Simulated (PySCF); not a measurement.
Species: C₇H₇NO.
Atom-mapped SMILES: `[N:1]#[C:2][CH2:3][C@@H:4]1[CH2:5][CH:6]=[CH:7][C:8]1=[O:9]`

Cartesian coordinates in Å at the GFN2-xTB level; atoms count from 1:
```
atom  x, y, z in Å
N1     3.384   -1.178    0.285
C2     2.582   -0.409    0.015
C3     1.543    0.534   -0.306
C4     0.258    0.208    0.466
C5    -0.403   -1.120    0.080
C6    -1.816   -0.751   -0.227
C7    -2.038    0.562   -0.160
C8    -0.810    1.276    0.201
O9    -0.633    2.466    0.273
H10    1.877    1.542   -0.041
H11    1.356    0.506   -1.384
H12    0.482    0.229    1.538
H13   -0.353   -1.862    0.878
H14    0.071   -1.568   -0.798
H15   -2.544   -1.503   -0.480
H16   -2.963    1.075   -0.352
```

Definitions: NICS(0) = −σiso at the ring centroid; NICS(1) = −σiso and NICS(1)zz = −σzz at ±1 Å along the ring normal z. Level: GIAO PBE0/pcSseg-1 (PySCF, non-relativistic, gas phase) on the GFN2-xTB geometry, one conformer.

Ring bond lengths (Å), with Mayer bond orders in brackets: C4–C5 1.533 (0.97), C5–C6 1.493 (1.04), C6–C7 1.333 (1.75), C7–C8 1.466 (1.06), C8–C4 1.533 (0.94).

Q: Give the NICS values of each ring in ppm.

A: 
```json
{"ring": "C4–C5–C6–C7–C8", "type": "5-membered carbocycle; formal bonds 1 double, 4 single", "NICS(0)": "1.4", "NICS(1), two faces": "-3.5 / -3.2", "NICS(1)zz, two faces": "-4.1 / -4.5", "rms pucker (Å)": "0.03", "centre to ring atoms, mean (Å)": "1.25"}
```

Q: What do they say, and how far can they be read as aromaticity?

A: 
- C4–C5–C6–C7–C8: mean NICS(1)zz -4.3 ppm, shielded. C4, C5 have four or more neighbours, and the NICS criterion for π rings isn't applied.

Q: Give the inner angles of the rings and the Hirshfeld charges of the ring atoms.

A: 
- C4–C5–C6–C7–C8: C4 105.0° (-0.024 e), C5 104.2° (-0.067 e), C6 113.0° (+0.002 e), C7 110.6° (-0.061 e), C8 106.7° (+0.150 e); sum 539.6° against 540° for a flat convex ring.
